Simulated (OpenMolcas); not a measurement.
Ta3+ among 8 point charges of -1.2 e arranged as a cube (Oh).

* Program: OpenMolcas 26.06
* Method: CASSCF
* Basis: ANO-RCC-VDZP [7s6p4d2f1g]
* Scalar Hamiltonian: DKH2, point nucleus
* Active space: 2 electrons in 5 orbitals (5d)
* State averaging: 2S+1 = 3 even, 10 roots; 2S+1 = 1 even, 15 roots
* Spin-orbit coupling: RASSI with atomic mean-field integrals over the reference wave functions

All point charges move together. At R = 2.03 Å |10Dq| is 14194 cm-1, and at R = 2.44 Å it is 6347 cm-1.

A third run gives 9652 cm-1. What distance was it run at?

With a power law R^-n the two known points give n = -ln(6347 / 14194) / ln(2.44 / 2.03) = 4.38. Then R = 2.03 × (14194 / 9652)^(1/4.38) = 2.217 Å. The run was at 2.22 Å, so the estimate is off by -0.003 Å.

Without dynamic correlation the repulsion within the d shell is too large (B by tens of per cent), so at a given field states of lower spin stand too high. Point charges carry no covalency, so the field is a model and not that of real ligands. No measured value stands beside these numbers.
